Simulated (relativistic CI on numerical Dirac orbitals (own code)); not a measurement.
Spin-allowed bands of a d2 ion in an octahedral site, by hand

Problem. Take Δ = 28700 cm⁻¹ and B = 540 cm⁻¹ for a d2 ion in an octahedral site. Calculate the three spin-allowed bands.

Working.
1. The terms of highest spin are 3F (energy 0) and 3P (15B = 8100 cm⁻¹). Here the F term splits into A2 at +1.2Δ = 34440, T2 at +0.2Δ = 5740 and T1 at −0.6Δ = -17220 cm⁻¹.
2. The two T1 states mix through the element 0.4Δ: H = [[-17220, 11480], [11480, 8100]], with roots ½(H₁₁ + H₂₂) ∓ ½√[(H₂₂ − H₁₁)² + 4H₁₂²] = ½(-9120) ∓ ½(34180) = -21650 and 12530 cm⁻¹.
3. The ground term is 3T1 at -21650 cm⁻¹.
4. Bands: 3T2 27390 cm⁻¹ (365 nm), 3T1(P) 34180 cm⁻¹ (293 nm), 3A2 56090 cm⁻¹ (178 nm).

Check. Exact diagonalisation of the whole d2 shell with these parameters gives 3T2 27390, 3T1 34180, 3A2 56090 cm⁻¹. The match is exact, since without spin-orbit coupling no other term has this spin. The ratio of the second band to the first, 1.248, depends on Δ/B = 53.1 alone, which is how a Tanabe-Sugano diagram is read.
